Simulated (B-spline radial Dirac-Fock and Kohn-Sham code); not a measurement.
## Mg⁴⁺: photoemission with 6000 eV photons

System: magnesium as Mg⁴⁺ in the configuration [He] 2s2 2p4.

Method: a relativistic central-field model (Hartree-Slater potential of the initial state, Latter tail, multipole expansion of the photon field, Dirac-Fock thresholds). Computed with a radial atomic solver. The asymmetry parameter β is from the dipole term alone. Kinetic energies are from the vacuum level. Open shells are spread statistically over j, without multiplet splitting.

```tsv
subshell	electrons	binding (eV)	kinetic (eV)	σ (kb)	β
1s	2	1419.0	4581.0	?	?
2s	2	178.5	5821.5	0.237	2.00
2p1/2	1.33	144.7	5855.3	0.00864	0.33
2p3/2	2.67	144.3	5855.7	0.0168	0.31
```

Problem. What are σ and β for 1s?

Solution. σ = 3.56 kb, the largest of all subshells and 93 % of the total, and β = 2.00.
